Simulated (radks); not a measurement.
Results of a calculation; reference values are marked as such.
Problem. Ionisation of the ytterbium ion Yb50+, [Ar] 3d2, to Yb51+, [Ar] 3d1, under several functionals. Dirac Kohn-Sham, spin-unpolarised, spherical densities, point nucleus; open shells fill j = l - 1/2 first; a radial shooting solver on a logarithmic mesh with Libxc functionals. Known Delta-SCF values: B86b exchange with PBE correlation 4501.0 eV; HCTH/407 4509.8 eV; exchange-only B88 4499.6 eV. What does LDA (Slater exchange, Perdew-Zunger correlation) give, and what is its highest occupied eigenvalue?

Solution. 4501.0 eV by Delta-SCF; the 3d3/2 eigenvalue is -4435.0 eV. NIST: 4502 eV (theoretical).

Beside tabulated values, note that spin-unpolarised runs miss the spin-polarisation part of the exchange energy of open shells.
